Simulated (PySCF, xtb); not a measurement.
FGeH4NO2, SMILES [F][Ge]([NH2])([OH])[OH].

GFN2-xTB (xtb) at its own geometry gives an orbital gap of 6.89 eV and a dipole moment of 1.42 D.

Coordinates come from a PBE0-D3(BJ)/def2-SVP optimisation. The values are those of a single conformer.

Problem. What does PBE0/def2-TZVP run with PySCF give? (The exact figures need the calculation; the answer reports its results.)

Solution. gap 8.13 eV (levels -8.27 and -0.15 eV), dipole 0.60 D.
